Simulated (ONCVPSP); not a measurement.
## Ir: one change to an ONCV potential, before and after

ONCVPSP 4.0.1 input, shortened (lines: element, Z, core and valence counts, functional; n l f; lmax; l rc ep ncon nbas qcut; lloc lpopt rc5 dvloc0; l nproj debl; icmod fcfact rcfact), PBE, scalar-relativistic:

```
  Ir 77.00   10    4        4      upf
    1    0    2.00
    2    0    2.00
    2    1    6.00
    3    0    2.00
    3    1    6.00
    3    2   10.00
    4    0    2.00
    4    1    6.00
    4    2   10.00
    4    3   14.00
    5    0    2.00
    5    1    6.00
    5    2    7.00
    6    0    1.00
    3
    0    1.55    0.00    3    7    8.20
    1    1.85    0.00    4    7    8.20
    2    2.15    0.00    4    8    8.20
    3    1.55    0.29    4    8    6.80
    3    5    1.55    0.00
    0    2    3.40
    1    1    2.50
    2    3    1.70
    3    0    1.50
    1    0.25    0.00
```

Change: core [Kr] 4d10 4f14 5s2, valence charge 15; reference 5p6 5d7 6s1; waves now 6s: rc 2.40 bohr, ncon 4, nbas 9, qcut 2.5 1/bohr, 2 projectors, debl 2.9 Ha; 5p: rc 1.65 bohr, ncon 5, nbas 8, qcut 10.7 1/bohr, 2 projectors, debl 0.9 Ha; 5d: rc 1.35 bohr, ncon 4, nbas 7, qcut 8.1 1/bohr, 1 projector; f scattering state at 0.14 Ha: rc 2.60 bohr, ncon 5, nbas 9, qcut 4.3 1/bohr, 2 projectors, debl 1.3 Ha; local potential polynomial inside 1.05 bohr (lpopt 5, dvloc0 1 Ha). In the p channel the program set the typed energies aside and used -2.317, 0.250 Ha.

Cutoffs: the cutoffs (Ha) at which the residual kinetic energy of the hardest occupied pseudo-wave falls to 1 and 0.1 mHa per electron; they do not see the model core or the augmentation charge, which bear on the density cutoff. Errors are all-electron minus pseudo energies relative to the spin-unpolarised reference configuration.

Question: What does the change do?

Answer: The potential gets harder (24 Ha and 28 Ha → 37 Ha and 44 Ha); the bound ghosts move from p to s. Several settings change at once here, so the effects cannot be laid on one of them.

```tsv
quantity	base	changed
cutoff, loose	24 Ha	37 Ha
cutoff, tight	28 Ha	44 Ha
loose cutoff by channel	s 24 Ha, p 14 Ha, d 19 Ha	s 9.7 Ha, p 37 Ha, d 17 Ha
bound ghosts	p	s
GHOST(+) flags under 300 eV	none	s at 82.1 eV, f at 282.4 eV
largest error over its own tests, meV	-53	-19
rms error of d²Exc/dni dnj with the model core, mHa	0.96	0.42
```

 A true bound ghost makes a file unfit for plane-wave use even where its test errors are small: the radial tests pick states by their node count and pass the ghost by.
